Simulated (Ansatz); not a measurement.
A short molecular-dynamics run on C2H6GeSe, SMILES `C[C]([GeH3])=[Se]`.

```yaml
crystal:
  periodic: [false, false, false]
  atoms:
    - {symbol: C, position_ang: [-0.812718, 1.154028, -0.394506]}
    - {symbol: C, position_ang: [-0.431343, -0.278068, -0.515869]}
    - {symbol: Ge, position_ang: [1.005527, -0.918778, 0.664369]}
    - {symbol: Se, position_ang: [-1.200928, -1.383380, -1.649890]}
    - {symbol: H, position_ang: [-1.612830, 1.427253, -1.082956]}
    - {symbol: H, position_ang: [0.060178, 1.791853, -0.580702]}
    - {symbol: H, position_ang: [-1.127858, 1.372289, 0.633351]}
    - {symbol: H, position_ang: [1.264017, -2.404013, 0.410642]}
    - {symbol: H, position_ang: [0.583207, -0.675155, 2.126297]}
    - {symbol: H, position_ang: [2.272727, -0.086039, 0.389263]}
basis:
  gaussian: {orbitals: def2-SVP}
hamiltonian: {xc: {name: r2SCAN}, dispersion: rvv10}
md: {timestep: 0.5 fs, n_steps: 20, ensemble: nvt_langevin, temperature: 300, initial_velocities: maxwell_boltzmann, friction: 0.01, seed: 965}
```

```sh
$ ansatz run in.yaml --threads 2 --pin off --events-out ev --progress --plain --max-ram 22528MiB --backend cpu
```

| step | time (fs) | potential energy (eV) | kinetic (eV) | T (K) | conserved (eV) |
| --- | --- | --- | --- | --- | --- |
| 0 | 0.0 | -124016.8619 | 0.3490 | 270 | – |
| 1 | 0.5 | -124016.8565 | 0.3556 | 275 | – |
| 2 | 1.0 | -124016.8420 | 0.3468 | 268 | – |
| 3 | 1.5 | -124016.8203 | 0.3218 | 249 | – |
| 4 | 2.0 | -124016.7951 | 0.3069 | 237 | – |
| 5 | 2.5 | -124016.7686 | 0.2932 | 227 | – |
| 6 | 3.0 | -124016.7435 | 0.2629 | 203 | – |
| 7 | 3.5 | -124016.7214 | 0.2505 | 194 | – |
| 8 | 4.0 | -124016.7005 | 0.2404 | 186 | – |
| 9 | 4.5 | -124016.6805 | 0.2390 | 185 | – |
| 10 | 5.0 | -124016.6608 | 0.2154 | 167 | – |
| 11 | 5.5 | -124016.6414 | 0.2073 | 160 | – |
| 12 | 6.0 | -124016.6229 | 0.1930 | 149 | – |
| 13 | 6.5 | -124016.6066 | 0.1829 | 142 | – |
| 14 | 7.0 | -124016.5957 | 0.1891 | 146 | – |
| 15 | 7.5 | -124016.5922 | 0.1702 | 132 | – |
| 16 | 8.0 | -124016.5973 | 0.1749 | 135 | – |
| 17 | 8.5 | -124016.6122 | 0.1910 | 148 | – |
| 18 | 9.0 | -124016.6331 | 0.2259 | 175 | – |
| 19 | 9.5 | -124016.6544 | 0.2597 | 201 | – |
| 20 | 10.0 | -124016.6730 | 0.2900 | 224 | – |

Velocities are drawn at the set temperature; a run this short doesn't reach equilibrium.

Frames (Å, forces in eV/Å):

```xyz
10
time=0.0 fs
C    -0.813    1.154   -0.395    0.040   -0.139   -0.006
C    -0.431   -0.278   -0.516    0.171    0.027    0.170
Ge    1.006   -0.919    0.664    0.017   -0.019    0.010
Se   -1.201   -1.383   -1.650   -0.169   -0.265   -0.255
H    -1.613    1.427   -1.083   -0.244    0.097   -0.205
H     0.060    1.792   -0.581    0.242    0.195   -0.033
H    -1.128    1.372    0.633   -0.076    0.084    0.292
H     1.264   -2.404    0.411    0.001    0.023    0.011
H     0.583   -0.675    2.126    0.016    0.001    0.001
H     2.273   -0.086    0.389    0.001   -0.003    0.015
10
time=0.5 fs
C    -0.812    1.151   -0.394   -0.102    0.034   -0.362
C    -0.429   -0.277   -0.511    0.031   -0.116   -0.059
Ge    1.005   -0.918    0.663    0.102    0.027    0.185
Se   -1.201   -1.384   -1.649   -0.101   -0.197   -0.161
H    -1.610    1.444   -1.086   -0.105   -0.071   -0.070
H     0.056    1.792   -0.583    0.337    0.211   -0.002
H    -1.127    1.369    0.625   -0.145    0.152    0.561
H     1.278   -2.398    0.414   -0.027   -0.047   -0.008
H     0.584   -0.677    2.133    0.047   -0.009   -0.109
H     2.279   -0.094    0.386   -0.037    0.015    0.024
10
time=1.0 fs
C    -0.811    1.147   -0.393   -0.238    0.236   -0.695
C    -0.427   -0.276   -0.505   -0.113   -0.258   -0.285
Ge    1.004   -0.917    0.661    0.186    0.059    0.369
Se   -1.201   -1.384   -1.649   -0.032   -0.130   -0.066
H    -1.609    1.460   -1.090    0.045   -0.242    0.078
H     0.052    1.793   -0.585    0.405    0.212    0.030
H    -1.127    1.366    0.619   -0.206    0.212    0.789
H     1.293   -2.392    0.418   -0.055   -0.112   -0.027
H     0.586   -0.679    2.141    0.077   -0.016   -0.224
H     2.285   -0.102    0.384   -0.069    0.038    0.031
10
time=1.5 fs
C    -0.810    1.144   -0.392   -0.372    0.455   -0.957
C    -0.424   -0.275   -0.500   -0.255   -0.387   -0.506
Ge    1.003   -0.917    0.659    0.272    0.083    0.557
Se   -1.201   -1.384   -1.648    0.034   -0.067    0.024
H    -1.607    1.475   -1.095    0.189   -0.410    0.229
H     0.049    1.793   -0.587    0.455    0.202    0.065
H    -1.126    1.364    0.615   -0.247    0.258    0.938
H     1.306   -2.386    0.422   -0.082   -0.173   -0.045
H     0.587   -0.682    2.149    0.107   -0.022   -0.344
H     2.292   -0.111    0.381   -0.102    0.062    0.039
10
time=2.0 fs
C    -0.809    1.142   -0.391   -0.489    0.691   -1.096
C    -0.422   -0.275   -0.494   -0.395   -0.502   -0.719
Ge    1.002   -0.916    0.658    0.374    0.093    0.735
Se   -1.201   -1.384   -1.647    0.096   -0.010    0.108
H    -1.606    1.490   -1.098    0.312   -0.567    0.358
H     0.047    1.794   -0.589    0.474    0.179    0.107
H    -1.127    1.361    0.614   -0.251    0.284    0.976
H     1.319   -2.381    0.424   -0.110   -0.217   -0.059
H     0.589   -0.685    2.157    0.136   -0.028   -0.458
H     2.299   -0.119    0.379   -0.146    0.078    0.048
10
time=2.5 fs
C    -0.808    1.139   -0.391   -0.568    0.930   -1.127
C    -0.419   -0.274   -0.489   -0.535   -0.600   -0.920
Ge    1.001   -0.915    0.656    0.492    0.090    0.902
Se   -1.201   -1.385   -1.647    0.153    0.041    0.186
H    -1.603    1.503   -1.101    0.396   -0.701    0.446
H     0.047    1.795   -0.590    0.459    0.140    0.155
H    -1.130    1.359    0.615   -0.223    0.290    0.933
H     1.332   -2.377    0.427   -0.139   -0.251   -0.072
H     0.590   -0.689    2.164    0.160   -0.029   -0.561
H     2.306   -0.127    0.377   -0.196    0.091    0.059
10
time=3.0 fs
C    -0.807    1.136   -0.391   -0.588    1.172   -1.049
C    -0.417   -0.274   -0.485   -0.662   -0.681   -1.102
Ge    1.000   -0.914    0.654    0.605    0.070    1.054
Se   -1.202   -1.385   -1.646    0.202    0.087    0.254
H    -1.599    1.513   -1.103    0.427   -0.802    0.490
H     0.049    1.797   -0.592    0.410    0.073    0.210
H    -1.133    1.358    0.617   -0.170    0.278    0.807
H     1.346   -2.373    0.429   -0.169   -0.277   -0.082
H     0.591   -0.693    2.171    0.181   -0.029   -0.651
H     2.312   -0.134    0.374   -0.235    0.110    0.069
10
time=3.5 fs
C    -0.806    1.134   -0.390   -0.559    1.410   -0.859
C    -0.415   -0.274   -0.481   -0.772   -0.746   -1.258
Ge    0.999   -0.914    0.653    0.713    0.016    1.186
Se   -1.202   -1.386   -1.645    0.242    0.124    0.310
H    -1.593    1.521   -1.103    0.402   -0.868    0.484
H     0.050    1.800   -0.592    0.335   -0.015    0.267
H    -1.138    1.357    0.622   -0.092    0.244    0.609
H     1.360   -2.370    0.431   -0.206   -0.274   -0.088
H     0.592   -0.697    2.177    0.198   -0.027   -0.727
H     2.317   -0.141    0.371   -0.260    0.135    0.076
10
time=4.0 fs
C    -0.805    1.132   -0.391   -0.496    1.619   -0.594
C    -0.413   -0.274   -0.477   -0.867   -0.794   -1.391
Ge    0.998   -0.913    0.651    0.824   -0.062    1.302
Se   -1.202   -1.386   -1.644    0.272    0.151    0.354
H    -1.586    1.527   -1.102    0.331   -0.901    0.429
H     0.052    1.802   -0.592    0.256   -0.102    0.322
H    -1.144    1.357    0.627    0.001    0.198    0.378
H     1.373   -2.368    0.434   -0.247   -0.248   -0.090
H     0.594   -0.701    2.182    0.211   -0.023   -0.792
H     2.322   -0.148    0.367   -0.284    0.160    0.083
10
time=4.5 fs
C    -0.805    1.130   -0.391   -0.432    1.771   -0.252
C    -0.412   -0.275   -0.473   -0.954   -0.815   -1.504
Ge    0.997   -0.911    0.650    0.944   -0.149    1.394
Se   -1.202   -1.387   -1.643    0.294    0.171    0.387
H    -1.577    1.531   -1.101    0.216   -0.905    0.335
H     0.054    1.805   -0.590    0.208   -0.165    0.367
H    -1.152    1.357    0.633    0.106    0.140    0.111
H     1.386   -2.367    0.436   -0.287   -0.215   -0.093
H     0.596   -0.706    2.185    0.218   -0.013   -0.835
H     2.326   -0.155    0.363   -0.314    0.180    0.091
10
time=5.0 fs
C    -0.804    1.128   -0.391   -0.365    1.857    0.154
C    -0.411   -0.276   -0.470   -1.029   -0.819   -1.597
Ge    0.996   -0.910    0.648    1.064   -0.240    1.463
Se   -1.202   -1.387   -1.642    0.310    0.186    0.413
H    -1.567    1.534   -1.099    0.054   -0.878    0.200
H     0.054    1.806   -0.588    0.196   -0.199    0.400
H    -1.160    1.359    0.640    0.219    0.072   -0.177
H     1.397   -2.366    0.439   -0.323   -0.179   -0.099
H     0.599   -0.711    2.187    0.218    0.003   -0.853
H     2.331   -0.161    0.360   -0.343    0.197    0.097
10
time=5.5 fs
C    -0.804    1.127   -0.392   -0.243    1.893    0.561
C    -0.411   -0.276   -0.468   -1.092   -0.815   -1.666
Ge    0.995   -0.909    0.646    1.168   -0.341    1.514
Se   -1.202   -1.388   -1.641    0.321    0.200    0.431
H    -1.556    1.535   -1.096   -0.152   -0.815    0.025
H     0.055    1.808   -0.585    0.183   -0.233    0.429
H    -1.168    1.361    0.647    0.320    0.008   -0.433
H     1.408   -2.366    0.443   -0.358   -0.136   -0.108
H     0.602   -0.719    2.187    0.213    0.024   -0.855
H     2.334   -0.165    0.357   -0.360    0.216    0.101
10
time=6.0 fs
C    -0.803    1.127   -0.392   -0.059    1.877    0.953
C    -0.410   -0.277   -0.466   -1.143   -0.802   -1.716
Ge    0.994   -0.908    0.644    1.257   -0.458    1.545
Se   -1.202   -1.388   -1.640    0.327    0.213    0.445
H    -1.544    1.533   -1.094   -0.392   -0.717   -0.181
H     0.057    1.809   -0.581    0.162   -0.268    0.449
H    -1.174    1.364    0.653    0.396   -0.048   -0.642
H     1.418   -2.366    0.445   -0.391   -0.085   -0.116
H     0.605   -0.727    2.186    0.203    0.049   -0.841
H     2.335   -0.169    0.354   -0.360    0.239    0.103
10
time=6.5 fs
C    -0.803    1.127   -0.392    0.144    1.797    1.319
C    -0.410   -0.277   -0.464   -1.185   -0.769   -1.751
Ge    0.994   -0.907    0.643    1.337   -0.569    1.556
Se   -1.202   -1.389   -1.640    0.330    0.224    0.455
H    -1.532    1.530   -1.091   -0.637   -0.596   -0.396
H     0.059    1.810   -0.575    0.153   -0.288    0.451
H    -1.178    1.367    0.658    0.445   -0.095   -0.803
H     1.427   -2.366    0.448   -0.420   -0.042   -0.126
H     0.610   -0.736    2.184    0.186    0.076   -0.807
H     2.335   -0.171    0.351   -0.354    0.262    0.102
10
time=7.0 fs
C    -0.802    1.128   -0.392    0.352    1.651    1.619
C    -0.410   -0.279   -0.463   -1.223   -0.704   -1.772
Ge    0.994   -0.905    0.641    1.403   -0.669    1.551
Se   -1.202   -1.389   -1.639    0.328    0.230    0.460
H    -1.521    1.526   -1.090   -0.866   -0.465   -0.603
H     0.062    1.810   -0.567    0.156   -0.290    0.436
H    -1.180    1.369    0.661    0.462   -0.130   -0.900
H     1.434   -2.366    0.450   -0.438   -0.018   -0.138
H     0.615   -0.745    2.180    0.163    0.105   -0.750
H     2.335   -0.173    0.349   -0.336    0.289    0.097
10
time=7.5 fs
C    -0.801    1.129   -0.391    0.561    1.455    1.814
C    -0.410   -0.280   -0.462   -1.254   -0.611   -1.777
Ge    0.993   -0.904    0.640    1.451   -0.747    1.527
Se   -1.202   -1.390   -1.638    0.321    0.231    0.457
H    -1.511    1.521   -1.090   -1.060   -0.336   -0.785
H     0.066    1.809   -0.559    0.161   -0.281    0.409
H    -1.180    1.372    0.661    0.442   -0.144   -0.911
H     1.439   -2.364    0.452   -0.447   -0.019   -0.152
H     0.620   -0.753    2.174    0.136    0.134   -0.673
H     2.334   -0.175    0.347   -0.312    0.318    0.090
10
time=8.0 fs
C    -0.801    1.130   -0.390    0.731    1.232    1.886
C    -0.411   -0.282   -0.461   -1.272   -0.502   -1.767
Ge    0.993   -0.903    0.638    1.496   -0.807    1.471
Se   -1.203   -1.391   -1.637    0.308    0.225    0.447
H    -1.504    1.515   -1.091   -1.192   -0.227   -0.915
H     0.069    1.806   -0.550    0.175   -0.254    0.373
H    -1.180    1.373    0.658    0.391   -0.138   -0.843
H     1.443   -2.361    0.453   -0.448   -0.033   -0.167
H     0.626   -0.761    2.167    0.103    0.163   -0.567
H     2.332   -0.176    0.346   -0.292    0.341    0.082
10
time=8.5 fs
C    -0.800    1.132   -0.388    0.812    0.998    1.803
C    -0.412   -0.285   -0.460   -1.283   -0.384   -1.741
Ge    0.993   -0.902    0.637    1.536   -0.873    1.384
Se   -1.203   -1.391   -1.637    0.291    0.214    0.431
H    -1.500    1.508   -1.094   -1.223   -0.153   -0.954
H     0.072    1.802   -0.539    0.211   -0.200    0.316
H    -1.177    1.375    0.654    0.303   -0.117   -0.697
H     1.445   -2.359    0.453   -0.447   -0.041   -0.179
H     0.632   -0.767    2.158    0.062    0.192   -0.434
H     2.330   -0.177    0.345   -0.263    0.365    0.072
10
time=9.0 fs
C    -0.799    1.134   -0.386    0.822    0.770    1.561
C    -0.413   -0.287   -0.459   -1.285   -0.258   -1.701
Ge    0.992   -0.900    0.636    1.562   -0.946    1.274
Se   -1.203   -1.392   -1.636    0.269    0.199    0.408
H    -1.499    1.500   -1.100   -1.155   -0.112   -0.901
H     0.076    1.797   -0.527    0.250   -0.137    0.246
H    -1.173    1.376    0.647    0.183   -0.082   -0.479
H     1.447   -2.357    0.454   -0.444   -0.046   -0.188
H     0.639   -0.772    2.148    0.017    0.219   -0.277
H     2.327   -0.177    0.343   -0.218    0.395    0.057
10
time=9.5 fs
C    -0.799    1.136   -0.384    0.806    0.561    1.199
C    -0.414   -0.290   -0.459   -1.274   -0.122   -1.646
Ge    0.992   -0.899    0.635    1.569   -1.010    1.144
Se   -1.203   -1.392   -1.635    0.242    0.178    0.379
H    -1.500    1.491   -1.107   -1.014   -0.091   -0.778
H     0.081    1.793   -0.514    0.258   -0.093    0.169
H    -1.169    1.376    0.639    0.039   -0.036   -0.209
H     1.448   -2.355    0.454   -0.436   -0.062   -0.198
H     0.645   -0.776    2.136   -0.034    0.244   -0.098
H     2.321   -0.176    0.343   -0.157    0.430    0.038
10
time=10.0 fs
C    -0.798    1.138   -0.382    0.740    0.387    0.712
C    -0.416   -0.293   -0.459   -1.242    0.025   -1.571
Ge    0.992   -0.898    0.633    1.566   -1.070    1.000
Se   -1.203   -1.393   -1.634    0.208    0.149    0.340
H    -1.504    1.482   -1.117   -0.781   -0.096   -0.561
H     0.086    1.790   -0.500    0.237   -0.068    0.086
H    -1.165    1.377    0.631   -0.123    0.019    0.093
H     1.448   -2.353    0.454   -0.422   -0.078   -0.209
H     0.653   -0.780    2.125   -0.088    0.269    0.093
H     2.315   -0.174    0.342   -0.094    0.462    0.015
```

It took 2.2 min on 2 threads of an AMD EPYC 7R13 on a shared host, with 0.46 GiB of host memory at the peak.
